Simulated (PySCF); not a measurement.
Radial density of Cd²⁺ (cadmium, charge +2)

UHF, [Kr] 4d10, closed-shell 1S. Calculation: PySCF 2.14, in aug-cc-pVDZ-PP with ECP28MDF; a scalar-relativistic core potential. This is the valence pseudo-density: the core potential removes the inner electrons and smooths the orbitals near the nucleus.

```csv
r (bohr),4πr²ρ (e/bohr)
0.0180,1.854e-05
0.0303,4.652e-05
0.0509,0.0001115
0.0856,0.0004935
0.144,0.005839
0.242,0.09300
0.408,1.964
0.686,16.17
1.15,15.01
1.94,2.588
3.26,0.1027
5.49,0.0001047
```

Energies and moments cover only the electrons outside the core potential.
